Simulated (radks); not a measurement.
Results of a calculation; reference values are marked as such.
All-electron atom: Sn XI in [Kr] 4d4.

Level of theory: scalar-relativistic Kohn-Sham, PBE, spin-polarised, spherical densities, finite nucleus; open shells are filled with parallel spins first (spin-orbit coupling, left out, can overturn this in heavy ions); Fermi nuclear charge, rms radius 4.6519 fm (a radial shooting solver on a logarithmic mesh with Libxc functionals).

Energy parts (eV):
total: -167225.703
kinetic: 174638.025
electron-nucleus: -396645.665
Hartree: 59085.433
exchange-correlation: -4303.497

Orbitals (lengths in bohr, moments of r in powers of bohr):
orbital,occ.,eigenvalue (eV),<r^4>
1s up,1,-29209.15,3.407e-06
1s down,1,-29209.15,3.406e-06
2s up,1,-4578.338,0.0005920
2s down,1,-4576.873,0.0005918
2p up,3,-4130.338,0.0004258
2p down,3,-4129.217,0.0004256
3s up,1,-1038.227,0.02622
3s down,1,-1037.517,0.02613
3p up,3,-891.9063,0.02766
3p down,3,-891.0877,0.02754
3d up,5,-667.4526,0.02488
3d down,5,-666.1659,0.02474
4s up,1,-314.8207,0.6858
4s down,1,-309.4911,0.6865
4p up,3,-267.9722,0.8809
4p down,3,-262.5971,0.8873
4d up,4,-197.4702,1.401
4d down,0,-192.2106,1.437

The highest occupied level is 4d up at -197.47 eV. The electron density at the nucleus is 1.966e+05 e/bohr^3 (large components only).
